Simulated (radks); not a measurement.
Values are calculated unless marked as measured or tabulated.
Q: All-electron atom: Ce+ in [Kr] 4d10 4f1 5s2 5p4 5d4 (not the ground configuration). Level of theory: Dirac Kohn-Sham, BLYP, spin-unpolarised, spherical densities, finite nucleus; open shells fill j = l - 1/2 first; Fermi nuclear charge, rms radius 4.8771 fm (a radial shooting solver on a logarithmic mesh with Libxc functionals).

Spin-orbit splittings of the eigenvalues, e(l+1/2) - e(l-1/2), with zeta = 2 splitting/(2l+1) and mean radii in bohr:

| shell | occ. | splitting (eV) | zeta (eV) | <r> j=l-1/2 | <r> j=l+1/2 |
|---|---|---|---|---|---|
| 2p | 6 | ? | ? | 0.08794 | 0.09414 |
| 3p | 6 | 87.78 | 58.52 | 0.2681 | 0.2803 |
| 3d | 10 | 18.85 | 7.541 | 0.2513 | 0.2552 |
| 4p | 6 | 18.89 | 12.60 | 0.6559 | 0.6832 |
| 4d | 10 | 3.314 | 1.326 | 0.7379 | 0.7476 |
| 4f | 1 | 0.3467 | 0.09906 | 1.054 | 1.064 |
| 5p | 4 | 2.885 | 1.923 | 1.678 | 1.757 |
| 5d | 4 | 0.2524 | 0.1010 | 2.608 | 2.655 |

Estimate the 2p splitting.

A: 446.8 eV (zeta = 297.9 eV).
